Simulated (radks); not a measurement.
Valence configurations of Mg II (all share [Ne]). Calculated with a radial shooting solver on a logarithmic mesh with Libxc functionals: scalar-relativistic Kohn-Sham, r2SCAN, spin-unpolarised, spherical densities, finite nucleus; meta-GGA in the generalised Kohn-Sham scheme; Fermi nuclear charge, rms radius 3.057 fm. Energies are relative to 3s1; eigenvalues in eV.

valence      E (eV)   e(3p)    e(3s)
3s1           0.000       -  -11.302
3s0.5 3p0.5   2.241  -7.209  -11.585
3p1           4.389  -7.503        -

NIST lists [Ne] 3s1 as the ground configuration; this level of theory agrees among the configurations tried. The energies are those of spherical spin-averaged densities, not of single terms.
